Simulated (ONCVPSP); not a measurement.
## Ga (Z = 31): one change to an ONCV potential, before and after

Ga, optimised norm-conserving Vanderbilt (ONCV), made with ONCVPSP 4.0.1 (BLYP, scalar-relativistic). Core [Ne], reference 3s2 3p6 3d10 4s1.75 4p1.25. Waves: 3s+4s: rc 0.90 bohr, ncon 4, nbas 8, qcut 15 1/bohr, 2 projectors; 3p+4p: rc 1.15 bohr, ncon 5, nbas 8, qcut 9.6 1/bohr, 2 projectors; 3d: rc 1.35 bohr, ncon 4, nbas 8, qcut 12.3 1/bohr, 2 projectors, debl 0.6 Ha. Local part: polynomial inside 0.70 bohr (lpopt 5, dvloc0 0 Ha). Core correction: Teter function, fcfact 2.25, rcfact 1.7.

In the d channel the program set the typed energies aside and used -0.718, 0.250 Ha.

All-electron outer shells of the reference configuration (BLYP, scalar-relativistic, ld1.x):

```json
{"shell": "2s", "level (eV)": "-1263.00", "outermost node (bohr)": "0.07", "outermost maximum (bohr)": "0.18"}
{"shell": "2p", "level (eV)": "-1099.76", "outermost node (bohr)": "–", "outermost maximum (bohr)": "0.15"}
{"shell": "3s", "level (eV)": "-148.31", "outermost node (bohr)": "0.27", "outermost maximum (bohr)": "0.56"}
{"shell": "3p", "level (eV)": "-99.14", "outermost node (bohr)": "0.24", "outermost maximum (bohr)": "0.56"}
{"shell": "3d", "level (eV)": "-19.53", "outermost node (bohr)": "–", "outermost maximum (bohr)": "0.53"}
{"shell": "4s", "level (eV)": "-9.20", "outermost node (bohr)": "0.81", "outermost maximum (bohr)": "1.87"}
{"shell": "4p", "level (eV)": "-2.71", "outermost node (bohr)": "0.87", "outermost maximum (bohr)": "2.50"}
```

Change: d: qcut 8.1.

Cutoffs: the cutoffs (Ha) at which the residual kinetic energy of the hardest occupied pseudo-wave falls to 1 and 0.1 mHa per electron; they do not see the model core or the augmentation charge, which bear on the density cutoff. Errors are all-electron minus pseudo energies relative to the spin-unpolarised reference configuration.

Question: What does the change do?

Answer: The potential gets harder (78 Ha and 124 Ha → 126 Ha and 165 Ha); of the 4 tests that both files solve, the error grows in 2 and shrinks in 0 by more than 15 % and 0.3 meV (median size 0.2 → 0.4 meV); the range in which the d phases agree narrows (upper end at the end of the scan → 2.8); neither file shows a bound ghost.

| quantity | base | changed |
| --- | --- | --- |
| cutoff, loose | 78 Ha | 126 Ha |
| cutoff, tight | 124 Ha | 165 Ha |
| loose cutoff by channel | s 78 Ha, p 48 Ha, d 60 Ha | s 78 Ha, p 48 Ha, d 126 Ha |
| bound ghosts | none | none |
| GHOST(+) flags under 300 eV | none | none |
| error for 3s2 3p6 3d10 4s2 4p1, meV [ΔE -1.61 eV] | +0.1 | +0.1 |
| error for 3s2 3p6 3d10 4s2 4p0, meV [ΔE 4.06 eV] | 0.0 | 0.0 |
| error for 3s2 3p6 3d10 4s1 4p0, meV [ΔE 25.30 eV] | +0.4 | +0.8 |
| error for 3s2 3p6 3d9 4s2 4p1, meV [ΔE 25.97 eV] | +131 | +291 |
| s: phases at 0.92 bohr within 0.05 rad from the reference energy up to (Ha; the scan ends near 5) | to the end of the scan | to the end of the scan |
| p: phases at 1.17 bohr within 0.05 rad from the reference energy up to (Ha; the scan ends near 5) | to the end of the scan | to the end of the scan |
| d: phases at 1.37 bohr within 0.05 rad from the reference energy up to (Ha; the scan ends near 5) | to the end of the scan | 2.8 |
| rms error of d²Exc/dni dnj with the model core, mHa | 0.99 | 1.41 |
